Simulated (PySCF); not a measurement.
Cd(NH2)(SeH) (CdH3NSe), SMILES [NH2][Cd][SeH].

Geometry: B3LYP-D3(BJ)/def2-SVP. The structure was generated by enumeration; whether it is a known compound was not checked. The def2 effective core potentials stand for the cores of Cd; spin–orbit coupling is left out. Other conformers were not sampled.

Two levels are set side by side: TDDFT-PBE/def2-SVPD (PySCF) and TDDFT-CAM-B3LYP/def2-SVPD (PySCF). Vertical, same geometry. The lowest singlet is HOMO→LUMO 100 % with PBE and HOMO→LUMO 95 % with the other functional; states are paired by order. Differences are taken from unrounded values.

```tsv
quantity	TDDFT-CAM-B3LYP	TDDFT-PBE	TDDFT-PBE minus TDDFT-CAM-B3LYP
lowest singlet excitation (eV)	4.48	3.85	-0.64
lowest triplet excitation (TDA) (eV)	4.09	3.45	-0.64
first bright state (f over 0.05) (eV)	4.88	4.11	-0.77
its oscillator strength	0.09	0.05	-0.04
```

Functionals without exact exchange tend to place singlet excitations lower, as here. Differences between two approximate levels are no errors against the true value.

Rough cost on one machine, each run with all the roots and properties that it gave: TDDFT-CAM-B3LYP against TDDFT-PBE about 6 times.
